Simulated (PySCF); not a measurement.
A geometry optimisation on `B[C@H]([SnH3])CF`.

Computed with PBE0-D3(BJ)/def2-SVP geometry optimisation, gas phase, def2 core potentials past Kr (PySCF 2.14.0). Start geometry: GFN2-xTB. A driver script takes a list of jobs; this job's settings line and coordinates (Å) are shown.

Input:
```
{"job": {"xc": "PBE0", "basis": "def2-SVP", "d3": "d3bj", "grid": 1, "maxiter": 30, "shake": 0.01, "kind": "geom"}, "charge": 0, "multiplicity": 1}
B     -1.005830    -1.355920     0.441520
C     -0.456340    -0.185030    -0.417580
Sn     1.700950    -0.187970     0.031880
C     -0.963390     1.202660    -0.155870
F     -0.279590     2.153220    -0.843810
H     -1.537790    -1.093960     1.462150
H     -0.901590    -2.435050     0.069060
H     -0.457450    -0.365720    -1.494890
H      2.475490     0.951910    -0.900590
H      2.019880     0.209410     1.644210
H      2.412330    -1.673610    -0.243910
H     -0.942810     1.471090     0.911750
H     -2.058030     1.292090    -0.514240
```

Output:
```
step   0  E = -419.57709837  max force = 0.042462
step   1  E = -419.58530032  max force = 0.005514
step   2  E = -419.58615341  max force = 0.003226
step   3  E = -419.58642882  max force = 0.002738
step   4  E = -419.58706553  max force = 0.004520
step   5  E = -419.58726129  max force = 0.003777
step   6  E = -419.58755990  max force = 0.001652
step   7  E = -419.58765213  max force = 0.001109
step   8  E = -419.58779116  max force = 0.001625
step   9  E = -419.58788663  max force = 0.001505
step  10  E = -419.58794162  max force = 0.000870
step  11  E = -419.58798361  max force = 0.000817
step  12  E = -419.58800628  max force = 0.000841
step  13  E = -419.58801697  max force = 0.000651
step  14  E = -419.58802120  max force = 0.000316
optimisation converged
```

Energies in Eh; «max force» is the largest Cartesian gradient component in Eh/bohr.

Task: Give the first gradient maximum in eV/Å.

Result: With 1 Eh/bohr = 51.422 eV/Å, 2.183 eV/Å.

Task: How much energy does the optimisation release, in eV?

Result: E(step 0) − E(last step) = 0.010923 Eh, which is 0.297 eV.

In short: final energy -419.58802 Eh after 14 steps; dipole 0.25 D.

Task: Give the final coordinates.

Result: 0.402 Å rms from the input after alignment:
```
atom  x, y, z in Å
B1    -0.8882   -1.3447    0.2673
C2    -0.5370   -0.0909   -0.5147
Sn3    1.6314   -0.2458    0.0728
C4    -0.9975    1.2662   -0.0650
F5    -0.0911    2.2563   -0.4117
H6    -1.1790   -1.2644    1.4435
H7    -0.8047   -2.4373   -0.2452
H8    -0.4776   -0.1807   -1.6103
H9     2.4823    0.3481   -1.2806
H10    1.8606    0.7173    1.4623
H11    2.1026   -1.8613    0.3901
H12   -1.1361    1.2968    1.0288
H13   -1.9575    1.5234   -0.5448
```

Task: How long does this job take on one thread, Arm Neoverse V2 (aarch64), no GPU, on a shared host? And the peak memory of the process?

Result: About 1.7 min, with 0.53 GiB resident at the peak, the Python interpreter and its libraries included.
Labels such as C1 count atoms from 1, the log's own numbers from 0.
